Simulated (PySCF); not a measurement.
# Unknown compound

An unknown has the formula C₇H₁₄N₂Si. Its calculated NMR data are:

$^{1}$H NMR (300 MHz, computed): δ 7.63 (m, 1H), 7.11 (m, 1H), 3.95 (s, 3H), 0.19 (s, 9H).

$^{13}$C{$^{1}$H} NMR (computed): δ 148.4 (CH), 137.8 (CH), 118.8 (C), 39.3 (CH3), 0.3 (CH3).

Computed data (PySCF 2.14): GFN2-xTB geometry, σ from GIAO-PBE0/pcSseg-1. One computed conformer, non-relativistic Hamiltonian, averaged over atoms made equivalent by symmetry, fast rotation or ring inversion, isolated molecule.

Scale: TMS for $^{1}$H and $^{13}$C (reference shieldings calculated alike).

**Question.** Propose a structure and justify it.

**Answer.** 
- Rings plus π bonds: 3 (1 ring in the answer).
- 5 carbon signals for 7 carbons: some carbons are equivalent by symmetry or fast rotation.
- Carbon types of the structure: 1 × C, 2 × CH, 4 × CH3, which accounts for all hydrogens.
- δC 148.4, 137.8: aromatic CH next to a ring nitrogen.
- δC 118.8: substituted aromatic carbon.
- δC 39.3: methyl carbon bonded to N; pulled downfield by the heteroatom.
- δC 0.3: methyl carbon bonded to Si; an electropositive neighbour leaves it electron-rich and shielded.
- δH 7.63, 7.11: hydrogen on an aromatic CH next to a ring nitrogen; it sits in the deshielding region of the aromatic ring current.
- δH 3.95: hydrogen on a methyl carbon bonded to N; its carbon carries N, hence the downfield position.
- δH 0.19: hydrogen on a methyl carbon bonded to Si; an electropositive neighbour shields it, as in TMS itself.

These data were computed for `Cn1cc([Si](C)(C)C)cn1`.

The shifts were computed for this structure.

Shifts are as computed. Against solution values, carbons near 30 ppm lie about +3 ppm off and those near 130 ppm about +5 ppm. Of 1211 compounds with measured shifts, 218 miss one by over three times the rms of a fit or turn the order of signals round; such compounds aren't used in these exercises. Multiplicities follow the n + 1 count of equivalent neighbours, as no J values were calculated; m marks all less simple cases, F and P coupling included.
